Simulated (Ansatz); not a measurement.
`[CH2]1[AlH][InH]1` from Hartree–Fock to CCSD(T)

Z-matrix (Å, degrees):
```
C
In 1 2.440
Al 1 1.874 2 70.8
H 1 1.092 2 142.8 3 126.6
H 1 1.102 2 79.7 3 -127.2
H 2 1.731 1 117.5 3 179.5
H 3 1.584 1 138.7 2 136.7
```

Total charge 0; spin multiplicity 1. Correlated methods include outer-core shells of In, which these sets cover unevenly. In takes the def2 core potential. The structure was optimised at the PBE0-D4/def2-TZVP level. Frozen core, restricted reference, Ansatz.

```csv
basis,HF (Eh),MP2 corr.
def2-SVP,-471.12599,-0.29472
def2-TZVPP,-471.26297,-0.54461
def2-QZVPP,-471.27293,-0.74928
```

Task: Estimate the CCSD correlation energy and the (T) correction in each basis where they were run (hartree).

Result: 
```csv
basis,CCSD corr.,(T)
def2-SVP,-0.33127,-0.01407
def2-TZVPP,-0.56367,-0.02332
```
